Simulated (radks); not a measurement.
The numbers below are computed, except where a source is named.
Ionisation of the gold ion Au29+, [Kr] 4d10 4f4, to [Kr] 4d10 4f3 as the strength of local exchange is varied. Code: a radial shooting solver on a logarithmic mesh with Libxc functionals. Model: Dirac Kohn-Sham, Slater X-alpha exchange (alpha = 2/3 is LDA exchange), no correlation, spin-unpolarised, spherical densities, point nucleus; open shells fill j = l - 1/2 first.

alpha  E(Au29+) (hartree)  exchange (hartree)  IE (eV)  -e of the level emptied (eV)  <r> of it (bohr)
0.66          -18620.3001           -304.9595   1021.7                994.01 (4f5/2)            0.3999
0.667         -18623.5348           -308.2386   1022.4                994.77 (4f5/2)            0.3998
0.867         -18716.1512           -402.3205   1044.4                1016.5 (4f5/2)            0.3956
0.966         -18762.1377           -449.1742   1055.3                1027.4 (4f5/2)            0.3935
0.987         -18771.9045           -459.1369   1057.7                1029.7 (4f5/2)            0.3931
1.013         -18784.0025           -471.4834   1060.6                1032.6 (4f5/2)            0.3926

NIST Atomic Spectra Database: 1040 +/- 50 eV (theoretical). The Delta-SCF value meets it near alpha = 0.83. Spin polarisation and multiplet splitting are left out, so open shells lie too high by an amount that depends on their filling.

Beside tabulated values, note that spin-unpolarised runs miss the spin-polarisation part of the exchange energy of open shells.
